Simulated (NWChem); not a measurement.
Species: C2H4N2Si; SMILES C1=NC=N[SiH2]1

```xyz
9

C      1.2622    -0.3891     0.0000
N      0.5130    -1.4301     0.0000
C     -0.8861    -1.0626     0.0000
N     -1.3041     0.1390     0.0000
Si     0.1429     1.1574     0.0000
H      2.3520    -0.5260     0.0000
H     -1.5703    -1.9251     0.0000
H      0.2494     1.9978     1.2249
H      0.2494     1.9978    -1.2249
```
Atoms are numbered in this order, from 1.

All runs: NWChem. Pople sets run with spherical d functions. Structure relaxed at the PBE0/def2-SVP level. Level M06-L/6-31G*: energy and gradient on several grids; changes count from the extra-fine grid, which is no exact limit either.

| grid | size of the energy change (μHa) | largest change of a gradient component (μHa/bohr) | time, medium = 1 (rough) |
|---|---|---|---|
| xcoarse | 5000 | 9000 | about 1 |
| coarse | 900 | 1000 | about 1 |
| medium | 70 | 300 | about 1 |
| fine | < 10 | 50 | about 1 |
| xfine | < 10 | < 30 | 2 |
